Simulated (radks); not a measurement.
The numbers below are computed, except where a source is named.
Kinetic energies: the exact non-interacting value of the Kohn-Sham orbitals and orbital-free approximations, in hartree. Species: Be2+ [He]; Lu+ [Xe] 4f14 6s2. Code: a radial shooting solver on a logarithmic mesh with Libxc functionals. Model: non-relativistic Kohn-Sham, r2SCAN, spin-polarised, spherical densities, point nucleus; meta-GGA in the generalised Kohn-Sham scheme. Every spin shell is full or empty, so the densities are truly spherical. Functionals are evaluated on that one density, not self-consistently.

| functional | Be2+ | Lu+ |
|---|---|---|
| exact | 13.6193 | 13852.0 |
| Thomas-Fermi | 12.352 | 13180 |
| TF + vW | 25.971 | 18294 |
| TF + vW/9 | 13.865 | 13748 |
| LC94 | 13.807 | 13847 |
| revAPBEK | 13.911 | 13872 |
| Perdew 92 | 13.868 | 13749 |
| Pearson | 13.191 | 13724 |
| PG1 | 20.952 | 15649 |
